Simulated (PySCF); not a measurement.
C3H7O (SMILES [CH2]OCC), doublet, at a GFN2-xTB geometry; PySCF with DF-REVPBE/6-31G**.

Input for PySCF:
```python
from pyscf import gto, scf, dft

mol = gto.Mole()
mol.atom = '''
    O     0.14434248   -0.71865049    0.06704672
    C    -0.00735297    0.66567307   -0.15110874
    C     1.41359214   -1.20072338   -0.00771175
    C    -1.46730800    1.03482609    0.05751251
    H     0.63533161    1.22500290    0.54554056
    H     0.30787533    0.91508609   -1.17552643
    H     2.24302783   -0.52408483    0.10334617
    H     1.49766945   -2.23160741    0.27195205
    H    -2.09236672    0.47669124   -0.63408957
    H    -1.77138668    0.79098958    1.07190966
    H    -1.60847770    2.09847161   -0.11165822
'''
mol.basis = '6-31g**'
mol.spin = 1
mol.verbose = 4
mol.build()

mf = dft.UKS(mol)
mf.xc = 'revpbe'
mf = mf.density_fit(auxbasis='def2-universal-jkfit')
mf.kernel()
```

The log (banner, timings and long lists left out):

```
PySCF version 2.14.0

[INPUT] verbose = 4
[INPUT] num. atoms = 11
[INPUT] num. electrons = 33
[INPUT] charge = 0
[INPUT] spin (= nelec alpha-beta = 2S) = 1
[INPUT] symmetry False subgroup None
[INPUT] Mole.unit = angstrom
[INPUT] Symbol           X                Y                Z      unit          X                Y                Z       unit  Magmom
[INPUT]  1 O      0.144342480000  -0.718650490000   0.067046720000 AA    0.272767755341  -1.358052605384   0.126699938350 Bohr   0.0
[INPUT]  2 C     -0.007352970000   0.665673070000  -0.151108740000 AA   -0.013895099502   1.257939790798  -0.285554133628 Bohr   0.0
[INPUT]  3 C      1.413592140000  -1.200723380000  -0.007711750000 AA    2.671301996438  -2.269038339562  -0.014573095441 Bohr   0.0
[INPUT]  4 C     -1.467308000000   1.034826090000   0.057512510000 AA   -2.772810260383   1.955537896655   0.108682892636 Bohr   0.0
[INPUT]  5 H      0.635331610000   1.225002900000   0.545540560000 AA    1.200602741179   2.314919982798   1.030922248242 Bohr   0.0
[INPUT]  6 H      0.307875330000   0.915086090000  -1.175526430000 AA    0.581800054210   1.729262090499  -2.221423004888 Bohr   0.0
[INPUT]  7 H      2.243027830000  -0.524084830000   0.103346170000 AA    4.238708288477  -0.990376794739   0.195295957323 Bohr   0.0
[INPUT]  8 H      1.497669450000  -2.231607410000   0.271952050000 AA    2.830185085628  -4.217126822450   0.513914893514 Bohr   0.0
[INPUT]  9 H     -2.092366720000   0.476691240000  -0.634089570000 AA   -3.954000052955   0.900815889579  -1.198255625743 Bohr   0.0
[INPUT] 10 H     -1.771386680000   0.790989580000   1.071909660000 AA   -3.347435685903   1.494753673585   2.025615687676 Bohr   0.0
[INPUT] 11 H     -1.608477700000   2.098471610000  -0.111658220000 AA   -3.039582330470   3.965536623075  -0.211003455356 Bohr   0.0

nuclear repulsion = 126.235894481032
number of shells = 45
number of NR pGTOs = 157
number of NR cGTOs = 91
basis = 6-31g**
ecp = {}

******** <class 'pyscf.df.df_jk.DFUKS'> ********
method = DFUKS
initial guess = minao
damping factor = 0
level_shift factor = 0
DIIS = <class 'pyscf.scf.diis.CDIIS'>
diis_start_cycle = 1
diis_space = 8
diis_damp = 0
SCF conv_tol = 1e-09
SCF conv_tol_grad = None
SCF max_cycles = 50
direct_scf = False
number electrons alpha = 17  beta = 16
XC library pyscf.dft.libxc version 7.1.2
    S. Lehtola, C. Steigemann, M. J. T. Oliveira, and M. A. L. Marques,  SoftwareX 7, 1–5 (2018)
XC functionals = revpbe
    Y. Zhang and W. Yang,  Phys. Rev. Lett. 80, 890 (1998)
    J. P. Perdew, K. Burke, and M. Ernzerhof,  Phys. Rev. Lett. 77, 3865 (1996)
    J. P. Perdew, K. Burke, and M. Ernzerhof,  Phys. Rev. Lett. 78, 1396 (1997)
radial grids:
    Treutler-Ahlrichs [JCP 102, 346 (1995); DOI:10.1063/1.469408] (M4) radial grids

becke partition: Becke, JCP 88, 2547 (1988); DOI:10.1063/1.454033
pruning grids: <function nwchem_prune>
grids dens level: 3
symmetrized grids: False
atomic radii adjust function: <function treutler_atomic_radii_adjust>
small_rho_cutoff = 0
Set gradient conv threshold to 3.16228e-05
tot grids = 125096
init E= -193.775824973144

cycle= 1 E= -193.545740611633  delta_E= 0.23  |g|= 0.401  |ddm|= 2.04
cycle= 2 E= -193.378926042297  delta_E= 0.167  |g|= 0.748  |ddm|= 1.18
cycle= 3 E= -193.61104068098  delta_E= -0.232  |g|= 0.143  |ddm|= 0.832
cycle= 4 E= -193.619858950508  delta_E= -0.00882  |g|= 0.0248  |ddm|= 0.119
cycle= 5 E= -193.620158683547  delta_E= -0.0003  |g|= 0.00677  |ddm|= 0.0271
cycle= 6 E= -193.620176924365  delta_E= -1.82e-05  |g|= 0.00319  |ddm|= 0.00873
cycle= 7 E= -193.620182240756  delta_E= -5.32e-06  |g|= 0.000519  |ddm|= 0.00364
cycle= 8 E= -193.620182403352  delta_E= -1.63e-07  |g|= 0.000239  |ddm|= 0.000805
cycle= 9 E= -193.620182430569  delta_E= -2.72e-08  |g|= 0.000105  |ddm|= 0.000302
cycle= 10 E= -193.620182436004  delta_E= -5.44e-09  |g|= 2.33e-05  |ddm|= 0.00011
cycle= 11 E= -193.62018243632  delta_E= -3.15e-10  |g|= 5.71e-06  |ddm|= 3.08e-05
Extra cycle  E= -193.620182436291  delta_E= 2.89e-11  |g|= 1.04e-05  |ddm|= 1.45e-05
converged SCF energy = -193.620182436291  <S^2> = 0.7524307  2S+1 = 2.0024292
```
